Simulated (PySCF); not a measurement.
UHF on Sn+ (tin, charge +1)

Configuration: [Kr] 4d10 5s2 5p1, 2P determinant. Calculation: PySCF 2.14, in x2c-SVPall (6s5p3d, 36 functions); scalar relativity by spin-free X2C-1e.

- Total energy: -6172.835657 hartree
- One-electron energy: -8474.8122 hartree
- Hartree (Coulomb) energy: 2465.7525 hartree
- Exchange energy: -163.7760 hartree
- ⟨S²⟩: 0.7593
- ⟨L²⟩: 2.028
- Sum of ⟨r⟩: 32.41 bohr
- Sum of ⟨r²⟩: 46.33 bohr²
- Traceless quadrupole moment −½Σ⟨3z² − r²⟩ along its main axis: -4.14 e·bohr²
- Langevin diamagnetic susceptibility: -36.7 ×10⁻⁶ cm³/mol
- Time after the integrals: 0.16 s of wall time on 1 thread of Neoverse-N1 (shared host)

```json
{"shell": "1s α", "electrons": "1", "mean orbital energy (eV)": "-29351.2", "spread (eV)": "0", "rms radius, mean of both spins (bohr)": "0.0333"}
{"shell": "1s β", "electrons": "1", "mean orbital energy (eV)": "-29351.2", "spread (eV)": "0", "rms radius, mean of both spins (bohr)": "0.0333"}
{"shell": "2s α", "electrons": "1", "mean orbital energy (eV)": "-4529.9", "spread (eV)": "0", "rms radius, mean of both spins (bohr)": "0.136"}
{"shell": "2s β", "electrons": "1", "mean orbital energy (eV)": "-4529.9", "spread (eV)": "0", "rms radius, mean of both spins (bohr)": "0.136"}
{"shell": "2p α", "electrons": "3", "mean orbital energy (eV)": "-4064.0", "spread (eV)": "0.021", "rms radius, mean of both spins (bohr)": "0.121"}
{"shell": "2p β", "electrons": "3", "mean orbital energy (eV)": "-4063.9", "spread (eV)": "0.062", "rms radius, mean of both spins (bohr)": "0.121"}
{"shell": "3s α", "electrons": "1", "mean orbital energy (eV)": "-920.62", "spread (eV)": "0", "rms radius, mean of both spins (bohr)": "0.361"}
{"shell": "3s β", "electrons": "1", "mean orbital energy (eV)": "-920.58", "spread (eV)": "0", "rms radius, mean of both spins (bohr)": "0.361"}
{"shell": "3p α", "electrons": "3", "mean orbital energy (eV)": "-763.98", "spread (eV)": "0.025", "rms radius, mean of both spins (bohr)": "0.362"}
{"shell": "3p β", "electrons": "3", "mean orbital energy (eV)": "-763.92", "spread (eV)": "0.190", "rms radius, mean of both spins (bohr)": "0.362"}
{"shell": "3d α", "electrons": "5", "mean orbital energy (eV)": "-522.05", "spread (eV)": "0.116", "rms radius, mean of both spins (bohr)": "0.341"}
{"shell": "3d β", "electrons": "5", "mean orbital energy (eV)": "-522.03", "spread (eV)": "0.166", "rms radius, mean of both spins (bohr)": "0.341"}
{"shell": "4s α", "electrons": "1", "mean orbital energy (eV)": "-168.38", "spread (eV)": "0", "rms radius, mean of both spins (bohr)": "0.872"}
{"shell": "4s β", "electrons": "1", "mean orbital energy (eV)": "-168.26", "spread (eV)": "0", "rms radius, mean of both spins (bohr)": "0.872"}
{"shell": "4p α", "electrons": "3", "mean orbital energy (eV)": "-118.50", "spread (eV)": "0.090", "rms radius, mean of both spins (bohr)": "0.948"}
{"shell": "4p β", "electrons": "3", "mean orbital energy (eV)": "-118.36", "spread (eV)": "0.499", "rms radius, mean of both spins (bohr)": "0.948"}
{"shell": "4d α", "electrons": "5", "mean orbital energy (eV)": "-43.761", "spread (eV)": "0.364", "rms radius, mean of both spins (bohr)": "1.19"}
{"shell": "4d β", "electrons": "5", "mean orbital energy (eV)": "-43.632", "spread (eV)": "0.595", "rms radius, mean of both spins (bohr)": "1.19"}
{"shell": "5s α", "electrons": "1", "mean orbital energy (eV)": "-21.968", "spread (eV)": "0", "rms radius, mean of both spins (bohr)": "2.53"}
{"shell": "5s β", "electrons": "1", "mean orbital energy (eV)": "-19.978", "spread (eV)": "0", "rms radius, mean of both spins (bohr)": "2.53"}
{"shell": "5p α", "electrons": "1", "mean orbital energy (eV)": "-14.006", "spread (eV)": "0", "rms radius, mean of both spins (bohr)": "3.19"}
```

Densities and radii are taken from the X2C orbitals without a picture-change correction, which distorts them close to the nucleus.
